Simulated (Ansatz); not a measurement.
## Relaxing a trial structure of CH7ClSi3

The starting geometry of this gas-phase singlet was optimised with GFN2-xTB; its bonds are those of `[SiH2]=C([SiH3])[SiH2]Cl`.

```xyz
12

C    -0.0736    2.2701   -1.2918
Cl   -0.0350   -0.0716    0.8703
Si   -0.0704    0.9678   -2.4991
Si   -0.0752    4.0917   -1.7865
Si   -0.0548    1.9466    0.5485
H    -0.1031    1.2297   -3.9367
H    -0.0427   -0.4686   -2.2555
H    -1.1991    4.8124   -1.1726
H     1.1502    4.7720   -1.3392
H    -0.1728    4.2129   -3.2465
H    -1.2425    2.4291    1.2635
H     1.1288    2.4553    1.2524
```

Task: Predict what becomes of its bonds when it is optimised with B3LYP-D3(BJ)/def2-SVP.

Result: It keeps its bonds, and is `[SiH2]=C([SiH3])[SiH2]Cl`.

The energy falls by 0.18 eV over 10 steps:

```
step  E − E(last) (eV)
   1             0.176
   2             0.033
   3             0.002
   4             0.000
   5             0.000
   6             0.000
   7             0.000
   8             0.000
   9             0.000
  10             0.000
```

Final geometry (Å):

```xyz
12

C    -0.0691    2.2661   -1.2696
Cl   -0.0183   -0.1622    0.9013
Si   -0.0895    1.0326   -2.4658
Si   -0.0762    4.0573   -1.7969
Si   -0.0389    1.9008    0.5398
H    -0.1134    1.3587   -3.9140
H    -0.0851   -0.4198   -2.1774
H    -1.2690    4.7710   -1.2478
H     1.1362    4.7680   -1.2885
H    -0.1013    4.1572   -3.2858
H    -1.2419    2.4499    1.2245
H     1.1765    2.4679    1.1868
```

The end wasn't checked by frequencies. Run with Ansatz 0.2.0, 69 s on 2 threads of Intel(R) Xeon(R) Processor @ 2.50GHz (Skylake/Cascade Lake) (shared host).
